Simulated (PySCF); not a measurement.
**Radial density of Kr(3+) (krypton, charge +3)**

B3LYP, [Ar] 3d10 4s2 4p3, high-spin 4S determinant. All numbers are calculated (PySCF 2.14, scalar relativity through the core potential, in cc-pVDZ-PP with ECP10MDF). This is the valence pseudo-density: the core potential removes the inner electrons and smooths the orbitals near the nucleus.

```tsv
r (bohr)	4πr²ρ (e/bohr)	4πr²(ρα − ρβ)
0.000619	5.625e-05	0.0000
0.00104	0.0001589	0.0000
0.00175	0.0004476	0.0000
0.00295	0.001250	0.0000
0.00495	0.003416	0.0000
0.00833	0.008789	0.0000
0.0140	0.01963	0.0000
0.0236	0.03500	0.0000
0.0397	0.06026	0.0002
0.0667	0.2002	0.0009
0.112	1.445	0.0061
0.189	8.274	0.0661
0.317	28.14	0.4223
0.534	32.43	0.2149
0.898	8.881	0.6446
1.51	4.210	2.2968
2.54	0.7396	0.5538
4.27	0.01066	0.0089
```

Energies and moments cover only the electrons outside the core potential.
